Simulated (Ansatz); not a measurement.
A CCSD(T) single point on C2H9AlSSi, SMILES `[CH3][AlH][SiH](C)S`.

```yaml
crystal:
  periodic: [false, false, false]
  atoms:
    - {symbol: C, position_ang: [-2.381611, 0.216467, -1.319943]}
    - {symbol: Al, position_ang: [-0.950659, -1.036039, -0.867985]}
    - {symbol: Si, position_ang: [0.728630, -0.459395, 0.842153]}
    - {symbol: C, position_ang: [1.395220, 1.295188, 0.716740]}
    - {symbol: S, position_ang: [2.316231, -1.900591, 0.630545]}
    - {symbol: H, position_ang: [-2.249460, 0.576632, -2.346997]}
    - {symbol: H, position_ang: [-3.357713, -0.278735, -1.292828]}
    - {symbol: H, position_ang: [-2.424607, 1.090309, -0.666320]}
    - {symbol: H, position_ang: [-0.873472, -2.434530, -1.624375]}
    - {symbol: H, position_ang: [0.138235, -0.605328, 2.210297]}
    - {symbol: H, position_ang: [1.878497, 1.463043, -0.247748]}
    - {symbol: H, position_ang: [0.582784, 2.019055, 0.827195]}
    - {symbol: H, position_ang: [2.129106, 1.487679, 1.503196]}
    - {symbol: H, position_ang: [3.055917, -1.462955, 1.664970]}
basis:
  gaussian: {orbitals: def2-TZVPP}
correlation: {method: ccsd_t}
```

```sh
$ ansatz run in.yaml --threads 4 --pin off --events-out ev --progress --plain --max-ram 10444MiB
```

Log, shortened:

```
Functional definition: HF
1783 factors; integrals over basis functions are off by at most 1.0e-3 eV
mean field evaluation 1: about -27464.1849 eV, gradient 3.8e1 eV
mean field evaluation 2: about -27464.4190 eV, gradient 3.8e1 eV
mean field evaluation 4: about -27468.6042 eV, gradient 3.5e0 eV
mean field evaluation 8: about -27468.6773 eV, gradient 2.2e-1 eV
mean field evaluation 16: about -27468.6775 eV, gradient 1.6e-6 eV
mean field -27468.67754751 eV, -1009.4552809327 hartree, gradient 1.6e-6 eV, S^2 0.000000; 0 other end points of the search recorded, 0 dependent functions left out
17 core orbitals not correlated: weight in the atoms' cores, before any rotation towards them, 1.000 or more for the frozen orbitals, at most 0.000 for the correlated occupied ones
reference -27468.67754751 eV, -1009.4552809327 hartree; 15, 15 occupied and 282, 282 virtual orbitals, 1783 factors
second order -20.09275733 eV of doubles, -0.00000000 eV of singles
cycle   1  -21.43675190 eV  change    -1.3e0 eV  update   9.8e-2
cycle   2  -22.02292554 eV  change   -5.9e-1 eV  update   3.0e-2
cycle   3  -22.09243961 eV  change   -7.0e-2 eV  update   1.1e-2
cycle   4  -22.08724646 eV  change    5.2e-3 eV  update   3.1e-3
cycle   5  -22.08616899 eV  change    1.1e-3 eV  update   1.2e-3
cycle   6  -22.08591399 eV  change    2.6e-4 eV  update   3.7e-4
cycle   7  -22.08585342 eV  change    6.1e-5 eV  update   1.3e-4
cycle   8  -22.08588312 eV  change   -3.0e-5 eV  update   4.8e-5
cycle   9  -22.08588748 eV  change   -4.4e-6 eV  update   1.7e-5
perturbative correction -0.88936824 eV, -0.0326836798 hartree
Total energy: -27491.65280323 eV, -1010.2996060071 hartree
```

Run time 13 min (4 threads of an Arm Neoverse V2 on a shared host); peak host memory 4 GiB.

MP2 recovers 87.5 % of the CCSD(T) correlation energy and the triples give 3.9 %; T1 = 0.0108.
